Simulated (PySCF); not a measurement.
Species: C₆H₆Cl₂.
Cartesian coordinates in Å at the PBE0-D3(BJ)/def2-SVP level; atoms count from 1:
```
atom  x, y, z in Å
Cl1    3.1225    1.6009   -0.0179
C2     2.4793   -0.0556    0.2343
Cl3    3.1355   -1.1477   -1.0301
C4     1.0034   -0.0654    0.2384
C5     0.2093   -0.4569    1.2637
C6    -1.1892   -0.3196    0.8686
C7    -1.2431    0.1549   -0.3954
C8     0.1444    0.3592   -0.9099
H9     2.8894   -0.4051    1.1882
H10    0.5543   -0.8194    2.2340
H11   -2.0404   -0.5657    1.5048
H12   -2.1441    0.3647   -0.9727
H13    0.3535   -0.2425   -1.8129
H14    0.3407    1.4091   -1.1930
```

Level: PBE0/pcSseg-1 and B3LYP/def2-SVPD in PySCF, non-relativistic, on one gas-phase PBE0-D3(BJ)/def2-SVP geometry that isn't relaxed in the solvent. The solvent is an IEF-PCM continuum (cavity from Bondi-type radii × 1.2). Specific hydrogen bonds and non-electrostatic terms are outside this model.

Gas phase at PBE0/pcSseg-1: HOMO -6.81 eV, LUMO -1.38 eV, dipole 2.23 D.

**Question.** What does the continuum do to the energy, the frontier levels and the dipole at PBE0/pcSseg-1 in cyclohexane and chloroform?

**Answer.** 
```
    solvent      ε  E(solvent) − E(gas) (kJ/mol)  polarisation term (kJ/mol)  distortion of the solute (kJ/mol)  HOMO (eV)  LUMO (eV)  dipole (D)
cyclohexane  2.017                         -7.25                       -7.59                               0.34      -6.73      -1.30        2.47
 chloroform  4.711                        -13.24                      -14.38                               1.14      -6.70      -1.26        2.65
```

The polarisation term is half the interaction of the solute with the surface charges that it induces; the rest is the cost of distorting the solute's density. The sum is the electrostatic part of solvation alone. From cyclohexane to chloroform the lowering changes by a factor 1.83, Onsager's factor (ε − 1)/(2ε + 1) by 1.76 and ε itself by 2.3.

**Question.** Which radius a makes the point-dipole formula ΔE = −[(ε − 1)/(2ε + 1)]·μ²/a³ give the value in chloroform, with the gas-phase dipole?

**Answer.** μ = 0.877 au and |ΔE| = 0.00504 Eh give a = 2.00 Å; the farthest nucleus lies 3.04 Å from the centroid of the nuclei, so such a sphere wouldn't even hold the nuclei. The formula assumes a rigid point dipole at the centre of a sphere.

**Question.** Give the dipole vector in the frame of the coordinates (D, pointing from negative to positive charge), gas and chloroform.

**Answer.** Gas (-1.99, -0.35, 0.93), solvent (-2.33, -0.44, 1.17). Its length changes by +19 % and its direction by 2°.

**Question.** Which ESP-fitted charges (PBE0/pcSseg-1) respond most in chloroform (means over atoms taken as equivalent)?

**Answer.** 
```csv
atoms,environment,gas (e),solvent (e),change
Cl1/Cl3,alkyl chlorine,-0.005,-0.027,-0.022
H9,methine hydrogen,+0.349,+0.367,+0.018
C6,alkene CH carbon,-0.212,-0.229,-0.017
H10,vinylic hydrogen,+0.142,+0.156,+0.014
H12,vinylic hydrogen,+0.170,+0.181,+0.011
H11,vinylic hydrogen,+0.175,+0.187,+0.012
C7,alkene CH carbon,-0.260,-0.271,-0.011
C2,CHCl2 carbon,-0.624,-0.615,+0.009
```

**Question.** Which Mayer bond orders change most in chloroform?

**Answer.** 
| bond | length (Å) | gas | solvent | change |
| --- | --- | --- | --- | --- |
| Cl1–C2 | 1.795 | 1.023 | 1.008 | -0.015 |
| C2–Cl3 | 1.795 | 1.023 | 1.008 | -0.015 |
| C6–C7 | 1.351 | 1.765 | 1.757 | -0.008 |
| C2–H9 | 1.096 | 0.925 | 0.918 | -0.007 |
| C4–C5 | 1.355 | 1.717 | 1.712 | -0.005 |
| C2–C4 | 1.476 | 0.966 | 0.970 | +0.004 |
| C8–C4 | 1.496 | 1.026 | 1.022 | -0.004 |
| C7–C8 | 1.494 | 1.063 | 1.065 | +0.002 |

**Question.** How do the nuclear quadrupole coupling constants eQVzz/h respond in chloroform?

**Answer.** 
```tsv
nucleus	Q (barn)	gas (MHz)	solvent (MHz)	η gas	η solvent
35Cl at Cl1	-0.0817	-78.35	-76.82	0.02	0.03
35Cl at Cl3	-0.0817	-78.34	-76.79	0.02	0.03
```

Gas phase at B3LYP/def2-SVPD: HOMO -6.58 eV, LUMO -1.61 eV, dipole 2.20 D.

**Question.** What does the continuum do to the energy, the frontier levels and the dipole at B3LYP/def2-SVPD in chloroform?

**Answer.** 
```
   solvent      ε  E(solvent) − E(gas) (kJ/mol)  polarisation term (kJ/mol)  distortion of the solute (kJ/mol)  HOMO (eV)  LUMO (eV)  dipole (D)
chloroform  4.711                        -12.55                      -13.82                               1.27      -6.45      -1.48        2.69
```

**Question.** How does the static polarisability (B3LYP/def2-SVPD, frozen core, with the continuum's full static response) change?

**Answer.** 
```json
{"medium": "gas", "isotropic (au)": "99.7", "principal values (au)": "85.1, 90.9, 123.0", "⟨r²⟩ of the electrons (bohr²)": "1429.4"}
{"medium": "chloroform", "isotropic (au)": "126.5", "principal values (au)": "107.8, 117.7, 154.2", "⟨r²⟩ of the electrons (bohr²)": "1429.2"}
```

The isotropic value in chloroform is 1.27 times the gas-phase one; no cavity-field correction is applied. ⟨r²⟩ is taken about the centre of nuclear charge.
